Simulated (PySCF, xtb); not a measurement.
Ge(F)(OH) (FGeHO), SMILES [OH][Ge][F] (connectivity only; charge and spin as stated), neutral, multiplicity 1.

xtb 6.7.1 with GFN2-xTB at its own geometry gives an orbital gap of 5.00 eV and a dipole moment of 4.59 D.

The structure is a stationary point at PBE0-D3(BJ)/def2-TZVP. Other conformers were not sampled.

What does PBE/def2-TZVPD run with PySCF give? (An estimate is asked for; the answer gives what the named calculation found.)

gap 3.99 eV (levels -6.89 and -2.91 eV), dipole 3.08 D.
